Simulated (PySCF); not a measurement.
# NaSn, MP2: how much the basis matters

PySCF, UHF reference; quartet, unpaired electrons σ ↑, π ↑↑; De to Na + Sn without counterpoise correction. Frozen cores follow the default of each basis and core potential.

```
                     basis                           relativity  functions  Re (Å)  ωe (cm⁻¹)  De (eV)  frozen orbitals
        cc-pVDZ/cc-pVDZ-PP  scalar-relativistic core potentials         41   2.955        190     1.18                5
                x2c-SVPall                        spin-free X2C         51   2.935        191     1.21               19
aug-cc-pVDZ/aug-cc-pVDZ-PP  scalar-relativistic core potentials         59   2.960        181     1.22                5
```

Question: How does each smaller set differ from the one with most functions, aug-cc-pVDZ/aug-cc-pVDZ-PP?

Answer: cc-pVDZ/cc-pVDZ-PP: -0.5 pm, +5.0 % in ωe, -0.04 eV in De; x2c-SVPall: -2.5 pm, +5.5 % in ωe, -0.01 eV in De. All at MP2; the set with most functions is neither the basis-set limit nor always the best. The rows treat relativity differently, so the differences are not basis effects alone.

Correlated steps freeze the inner cores (5 to 19 orbitals); shallow outer-core shells are correlated. Correlated levels converge slowly with the basis: in double zeta they bind strong bonds too weakly, by up to about 1 eV, and carry superposition errors of some tenths. Spin–orbit coupling is left out, which matters for elements this heavy, above all for dissociation energies. The state was picked by a PBE0 search and need not be the measured ground state.
